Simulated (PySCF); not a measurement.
H₂S₂. Atoms are numbered in the order given.

```xyz
4

S      1.0207     0.0678     0.0551
S     -1.0207    -0.0678     0.0551
H      1.2846    -0.8625    -0.8821
H     -1.2846     0.8625    -0.8821
```
Charge 0, spin multiplicity 1.

Coordinates come from a PBE0-D3(BJ)/def2-TZVP optimisation.

All values below come from r2SCAN/def2-TZVPD in PySCF.

Mulliken values depend strongly on the basis, most of all with diffuse functions as here. ESP charges are fitted to the potential on shells at 1.4 to 2.0 van der Waals radii. Atomic charges (e):

```tsv
atom	IAO	Mulliken	ESP fit
S1	-0.10	-0.22	(withheld)
S2	-0.10	-0.22	(withheld)
H3	0.10	0.22	(withheld)
H4	0.10	0.22	(withheld)
```

Q: What belongs in the gaps? (An estimate is asked for; the answer gives what the named calculation found.)

A: 
- S1, ESP fit: -0.15
- S2, ESP fit: -0.15
- H3, ESP fit: 0.15
- H4, ESP fit: 0.15
